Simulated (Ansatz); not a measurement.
Stepwise reaction of `[OH][In]([F])[F]` with hydrogen, as a gas-phase model of exchange steps in deposition or etching. ΔE in kJ/mol.

Computed with Ansatz on PBE0-D4/def2-TZVP structures; ΔE is electronic, products minus reactants. CBS: MP2 limit from def2 TZ/QZ plus the TZ coupled-cluster correction, frozen cores. This one scheme is used for every species. Functionals use def2-TZVPP. B3LYP here is the variant with VWN-RPA as its local correlation; programs differ in this. Elements past krypton have def2 core potentials. For In outer-core shells are correlated without core-valence functions, which leaves a few kJ/mol of doubt a bond. Each species was taken in one conformer, which may not be the lowest.

```csv
step,reaction,PBE-D4,B3LYP-D4,ωB97M-V,CCSD(T)/CBS
1,`[OH][In]([F])[F]` + H₂ → `[OH][InH][F]` + H–F,17.1,17.2,13.9,14.3
```

(1) Give the row of step 2, `[OH][InH][F]` + H₂ → `[OH][InH2]` + H–F. (An estimate is asked.)

(2) By hand: ΔE of the 2 steps together at CCSD(T)/CBS.

## Answers

(1) Ansatz gave: 
```
step                                  reaction  PBE-D4  B3LYP-D4  ωB97M-V  CCSD(T)/CBS
   2  `[OH][InH][F]` + H₂ → `[OH][InH2]` + H–F    44.7      46.0     42.0         44.2
```

(2) (14.3) + (44.2) = 58.5 kJ/mol, or 29.2 kJ/mol a step.

In ΔE each step is higher than the one before. All are uphill at CCSD(T)/CBS. PBE-D4 differs from CCSD(T)/CBS by 0.5 to 2.8 kJ/mol a step. Isolated molecules leave out the surface, adducts and barriers. Largest T1 diagnostic: 0.018.
